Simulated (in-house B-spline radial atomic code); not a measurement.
# Response and correlation of Nd LIX (Nd58+)

Closed shell 1s2. Computed with an all-electron radial atomic-structure program (B-spline basis): Dirac-Hartree-Fock, relativistic RPA (time-dependent Dirac-Hartree-Fock) for the response and second-order many-body perturbation theory for correlation, no-pair Dirac-Coulomb Hamiltonian, finite nucleus.

```json
{"multipole (bohr³, bohr⁵, bohr⁷)": "dipole", "uncoupled": "5.7041e-07", "coupled RPA": "5.7575e-07"}
{"multipole (bohr³, bohr⁵, bohr⁷)": "quadrupole", "uncoupled": "4.9633e-10", "coupled RPA": "?"}
{"multipole (bohr³, bohr⁵, bohr⁷)": "octupole", "uncoupled": "1.1654e-12", "coupled RPA": "1.1716e-12"}
```

(1) What is the coupled quadrupole polarisability?

(2) Which subshells carry the dipole polarisability?

(3) What does the dipole shielding factor come to?

Dipole polarisability at imaginary frequency:

```tsv
u (Eh)	α(iu) (bohr³)
0	5.757e-07
22.7	5.756e-07
68	5.746e-07
136	5.713e-07
227	5.635e-07
453	5.304e-07
906	4.31e-07
2270	1.94e-07
```

(4) What dispersion coefficients follow for two such ions (the dispersion part alone)?

Lowest J = 1 odd-parity excitations:

```json
{"energy (eV)": "37847", "oscillator strength": "0.219", "leading channel": "1s1/2 → p1/2", "weight": "0.998"}
{"energy (eV)": "38498", "oscillator strength": "0.523", "leading channel": "1s1/2 → p3/2", "weight": "0.998"}
{"energy (eV)": "44941", "oscillator strength": "0.0389", "leading channel": "1s1/2 → p1/2", "weight": "0.999"}
{"energy (eV)": "45134", "oscillator strength": "0.104", "leading channel": "1s1/2 → p3/2", "weight": "0.999"}
```

Second-order correlation energy by the highest angular momentum of the excited pair (hartree): s -0.01744, p -0.02541, d -0.003508, f -0.0009484, g -0.0003533, h -0.0001614, i -8.474e-05, k -4.609e-05.

(5) What is the second-order correlation energy at the partial-wave limit?

Answers

(1) 4.9997e-10 atomic units, +1 % against the uncoupled value.

(2) 1s1/2 100.0 %.

(3) The dipole shielding factor is 0.033, against the exact N/Z = 2/60 = 0.033 of the non-relativistic theorem.

(4) C6 = (3/π)∫α(iu)²du = 3.979e-10 hartree·bohr⁶ and C8 = 1.977e-12 hartree·bohr⁸.

(5) The listed waves sum to -0.047951 hartree; extrapolating the increments as (l + 1/2)⁻⁴ gives -0.048046 hartree, -0.654 eV per electron.
